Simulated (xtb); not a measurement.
xtb input (GFN1-xTB):

```bash
xtb mol.xyz --gfn 1 --opt tight --chrg 0 --uhf 0
```
mol.xyz:
```
17

C      2.70378120    -0.74676755     0.18201373
Si     1.18286858    -1.06805998    -0.87710800
Si    -0.70621169    -0.05371918     0.06794327
C     -1.09338066    -0.73261110     1.76928397
C     -2.21280601    -0.12280002    -1.03843748
Cl    -0.19565880     1.96853211     0.31373967
H      2.58157167    -1.17837705     1.17706404
H      3.59767790    -1.18132528    -0.26823099
H      2.86343209     0.32639406     0.29700510
H      0.94192477    -2.53213221    -1.00039076
H      1.38231637    -0.53415737    -2.24932928
H     -1.92857674    -0.19202560     2.21926107
H     -0.23359582    -0.64370467     2.43474365
H     -1.36521071    -1.78905768     1.70153359
H     -3.04848970     0.41529848    -0.58636000
H     -2.00562578     0.32252902    -2.01222607
H     -2.51798811    -1.16050706    -1.19549980
```

Output:

```
           -------------------------------------------------
          |                Calculation Setup                |
           -------------------------------------------------

           -------------------------------------------------
          |                 G F N 1 - x T B                 |
           -------------------------------------------------

        Reference                      10.1021/acs.jctc.7b00118
      * Hamiltonian:
        H0-scaling (s, p, d)           1.850000    2.250000    2.000000
        zeta-weighting                 0.000000
      * Dispersion:
        s8                             2.400000
        a1                             0.630000
        a2                             5.000000
        s9                             0.000000
      * Repulsion:
        kExp                           1.500000
        rExp                           1.000000
      * Coulomb:
        alpha                          2.000000
        third order                    atomic
        anisotropic                    false
      * Halogen bond correction:
        rad-scale                      1.300000
        damping                        0.440000

          ...................................................
          :                      SETUP                      :
          :.................................................:
          :  # basis functions                  64          :
          :  # atomic orbitals                  61          :
          :  # shells                           37          :
          :  # electrons                        38          :
          :  # halogen bonds                     0          :
          :  max. iterations                   250          :
          :  Hamiltonian                  GFN1-xTB          :
          :  restarted?                      false          :
          :  GBSA solvation                  false          :
          :  PC potential                    false          :
          :  electronic temp.          300.0000000     K    :
          :  accuracy                    1.0000000          :
          :  -> integral cutoff          0.2500000E+02      :
          :  -> integral neglect         0.1000000E-07      :
          :  -> SCF convergence          0.1000000E-05 Eh   :
          :  -> wf. convergence          0.2000000E-04 e    :
          :  Broyden damping             0.4000000          :
          :  net charge                          0          :
          :  unpaired electrons                  0          :
          ...................................................

 iter      E             dE          RMSdq      gap      omega  full diag
   1    -20.4948882 -0.204949E+02  0.730E+00    4.74       0.0  T
   2    -20.5045567 -0.966849E-02  0.441E+00    4.65       1.0  T
   3    -20.5051950 -0.638312E-03  0.330E-01    4.60       1.0  T
   4    -20.5057583 -0.563271E-03  0.567E-02    4.64       1.0  T
   5    -20.5058153 -0.570034E-04  0.202E-02    4.64       1.2  T
   6    -20.5058168 -0.150567E-05  0.698E-03    4.64       3.5  T
   7    -20.5058170 -0.210760E-06  0.227E-03    4.64      10.7  T
[...]
      -------------------------------------------------------------
                  HL-Gap            0.1683008 Eh            4.5797 eV
             Fermi-level           -0.3190222 Eh           -8.6810 eV

  Mulliken/CM5 charges         n(s)   n(p)   n(d)
     1C    -0.19810 -0.30736   1.014  3.184  0.000
     2Si    0.16300 -0.05730   1.323  1.997  0.517
     3Si    0.24458  0.09983   1.246  1.693  0.817
     4C    -0.19530 -0.30519   1.011  3.184  0.000
     5C    -0.19455 -0.30429   1.011  3.183  0.000
     6Cl   -0.10893 -0.06420   1.887  5.230 -0.008
     7H     0.05316  0.10613   0.947  0.000  0.000
     8H     0.05747  0.11023   0.943  0.000  0.000
     9H     0.05477  0.10779   0.945  0.000  0.000
    10H    -0.07668  0.00883   1.077  0.000  0.000
    11H    -0.07521  0.01031   1.075  0.000  0.000
    12H     0.04876  0.10200   0.951  0.000  0.000
    13H     0.04421  0.09751   0.956  0.000  0.000
    14H     0.04392  0.09709   0.956  0.000  0.000
    15H     0.04873  0.10198   0.951  0.000  0.000
    16H     0.04592  0.09921   0.954  0.000  0.000
    17H     0.04424  0.09743   0.956  0.000  0.000

Wiberg/Mayer (AO) data.
largest (>0.10) Wiberg bond orders for each atom

 ---------------------------------------------------------------------------
     #   Z sym  total        # sym  WBO       # sym  WBO       # sym  WBO
 ---------------------------------------------------------------------------
     1   6 C    3.949 --     2 Si   1.070     7 H    0.937     9 H    0.936
                             8 H    0.935
     2  14 Si   4.167 --     1 C    1.070     3 Si   0.934    10 H    0.921
                            11 H    0.918
     3  14 Si   4.671 --     6 Cl   1.351     5 C    1.013     4 C    1.009
                             2 Si   0.934
     4   6 C    3.953 --     3 Si   1.009    14 H    0.950    13 H    0.947
                            12 H    0.941
     5   6 C    3.952 --     3 Si   1.013    17 H    0.949    16 H    0.946
                            15 H    0.941
     6  17 Cl   1.463 --     3 Si   1.351
Note: The following floating-point exceptions are signalling: IEEE_UNDERFLOW_FLAG IEEE_DENORMAL
normal termination of xtb
     7   1 H    0.998 --     1 C    0.937
     8   1 H    0.997 --     1 C    0.935
     9   1 H    0.997 --     1 C    0.936
    10   1 H    0.989 --     2 Si   0.921
    11   1 H    0.988 --     2 Si   0.918
    12   1 H    0.999 --     4 C    0.941
    13   1 H    1.000 --     4 C    0.947
    14   1 H    1.000 --     4 C    0.950
    15   1 H    0.999 --     5 C    0.941
    16   1 H    0.999 --     5 C    0.946
    17   1 H    0.999 --     5 C    0.949
 ---------------------------------------------------------------------------

Topologies differ in total number of bonds
Writing topology from bond orders to xtbtopo.mol

 dipole moment from electron density (au)
     X       Y       Z
  -0.2084  -0.4057   0.3504  total (Debye):    1.462

           -------------------------------------------------
          |                Geometry Summary                 |
           -------------------------------------------------

      molecular mass/u    :      138.7434909
   center of mass at/Å    :       -0.0347374       0.1191466       0.0074526
  moments of inertia/u·Å² :        0.2541416E+03   0.4358864E+03   0.4996759E+03
rotational constants/cm⁻¹ :        0.6633164E-01   0.3867437E-01   0.3373713E-01

 * 16 selected distances

     #   Z          #   Z                                           value/Å
     1   6 C        2  14 Si                                      1.9095004
     2  14 Si       3  14 Si                                      2.3537989 (max)
     3  14 Si       4   6 C                                       1.9276788
     3  14 Si       5   6 C                                       1.9259421
     3  14 Si       6  17 Cl                                      2.0318149
     1   6 C        7   1 H                                       1.0972412
     1   6 C        8   1 H                                       1.0974635
     1   6 C        9   1 H                                       1.0973220
     2  14 Si      10   1 H                                       1.4652534
     2  14 Si      11   1 H                                       1.4654654
     4   6 C       12   1 H                                       1.0965847
     4   6 C       13   1 H                                       1.0958171
     4   6 C       14   1 H                                       1.0951248
     5   6 C       15   1 H                                       1.0966345
     5   6 C       16   1 H                                       1.0958430
     5   6 C       17   1 H                                       1.0950885 (min)

 * 5 distinct bonds (by element types)

   Z      Z             #   av. dist./Å        max./Å        min./Å
   1 H    6 C           9     1.0963466     1.0974635     1.0950885
   1 H   14 Si          2     1.4653594     1.4654654     1.4652534
   6 C   14 Si          3     1.9210404     1.9276788     1.9095004
  14 Si  14 Si          1     2.3537989     2.3537989     2.3537989
  14 Si  17 Cl          1     2.0318149     2.0318149     2.0318149

optimized geometry written to: xtbopt.xyz

           -------------------------------------------------
          | TOTAL ENERGY              -20.301481937557 Eh   |
          | GRADIENT NORM               0.000194030709 Eh/α |
          | HOMO-LUMO GAP               4.579697573341 eV   |
           -------------------------------------------------

------------------------------------------------------------------------
------------------------------------------------------------------------
 total:
 SCF:
 ANC optimizer:
```
